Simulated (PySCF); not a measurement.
Ta(NH)(F)2(OH) (F2H2NOTa), SMILES [NH]=[Ta]([OH])([F])[F], multiplicity 1. Atoms are numbered in the order given.

```xyz
7

Ta     0.0120    -0.0050     0.0000
N     -0.0536    -1.7736     0.0000
H     -0.0574    -2.7869     0.0000
F      0.9103     0.5589     1.5740
F      0.9103     0.5589    -1.5740
O     -1.7732     0.6573     0.0000
H     -2.6462     0.2477     0.0000
```
Charge 0, spin multiplicity 1.

Coordinates come from a B3LYP-D3(BJ)/def2-SVP optimisation. The spin state was assumed, not searched. The structure was generated by enumeration; whether it is a known compound was not checked. The def2 effective core potentials stand for the cores of Ta; spin–orbit coupling is left out. The values are those of a single conformer.

Method: TDDFT-LC-ωPBE/def2-SVPD (PySCF).

Vertical excitations. The molecule is in vacuum. State labels are in the subgroup Cs.

Computed excitation energies, oscillator strengths and character:
```json
[
 {"state": "S1", "symmetry": "A\"", "energy (eV)": "5.65", "λ (nm)": "219", "f": "0.001", "main pairs": "HOMO→LUMO+1 62 %, HOMO−1→LUMO+2 17 %, HOMO→LUMO 11 %"},
 {"state": "S2", "symmetry": "A'", "energy (eV)": "5.95", "λ (nm)": "208", "f": "0.003", "main pairs": "HOMO→LUMO+2 41 %, HOMO−1→LUMO+1 41 %, HOMO−1→LUMO 10 %"},
 {"state": "S3", "symmetry": "A\"", "energy (eV)": "6.01", "λ (nm)": "206", "f": "0.003", "main pairs": "HOMO−1→LUMO+2 77 %, HOMO→LUMO+1 15 %"},
 {"state": "S4", "symmetry": "A'", "energy (eV)": "6.36", "λ (nm)": "195", "f": "0.026", "main pairs": "HOMO→LUMO+2 45 %, HOMO−1→LUMO+1 22 %, HOMO−1→LUMO 7 %"},
 {"state": "S5", "symmetry": "A\"", "energy (eV)": "6.73", "λ (nm)": "184", "f": "0.039", "main pairs": "HOMO→LUMO+3 57 %, HOMO→LUMO 23 %"},
 {"state": "S6", "symmetry": "A'", "energy (eV)": "6.81", "λ (nm)": "182", "f": "0.042", "main pairs": "HOMO−1→LUMO+3 50 %, HOMO−1→LUMO 17 %, HOMO−1→LUMO+1 12 %"},
 {"state": "S7", "symmetry": "A\"", "energy (eV)": "7.00", "λ (nm)": "177", "f": "0.004", "main pairs": "HOMO→LUMO+7 42 %, HOMO→LUMO+4 23 %, HOMO−1→LUMO+8 8 %, HOMO→LUMO+1 7 %"},
 {"state": "S8", "symmetry": "A'", "energy (eV)": "7.26", "λ (nm)": "171", "f": "0.010", "main pairs": "HOMO−1→LUMO+7 28 %, HOMO→LUMO+8 22 %, HOMO→LUMO+6 17 %, HOMO−1→LUMO+4 16 %"},
 {"state": "S9", "symmetry": "A\"", "energy (eV)": "7.27", "λ (nm)": "170", "f": "0.001", "main pairs": "HOMO−1→LUMO+8 44 %, HOMO−1→LUMO+6 34 %, HOMO→LUMO+7 9 %"},
 {"state": "S10", "symmetry": "A\"", "energy (eV)": "7.77", "λ (nm)": "159", "f": "0.015", "main pairs": "HOMO→LUMO 40 %, HOMO→LUMO+5 33 %, HOMO→LUMO+3 10 %, HOMO→LUMO+1 7 %"},
 {"state": "T1", "symmetry": "A'", "energy (eV)": "5.02", "λ (nm)": "247", "f": "0", "main pairs": "HOMO−1→LUMO+1 44 %, HOMO→LUMO+2 20 %, HOMO−1→LUMO+7 16 %, HOMO−1→LUMO 8 %"},
 {"state": "T2", "symmetry": "A\"", "energy (eV)": "5.30", "λ (nm)": "234", "f": "0", "main pairs": "HOMO→LUMO+1 52 %, HOMO−1→LUMO+2 18 %, HOMO→LUMO+7 11 %, HOMO→LUMO 11 %"},
 {"state": "T3", "symmetry": "A'", "energy (eV)": "5.37", "λ (nm)": "231", "f": "0", "main pairs": "HOMO→LUMO+2 58 %, HOMO−1→LUMO+1 21 %, HOMO→LUMO+8 10 %"},
 {"state": "T4", "symmetry": "A\"", "energy (eV)": "5.70", "λ (nm)": "217", "f": "0", "main pairs": "HOMO−1→LUMO+2 71 %, HOMO→LUMO+1 18 %"}
]
```
Triplets are in the Tamm–Dancoff approximation, which puts them higher than full response would, so one can lie above its singlet here.
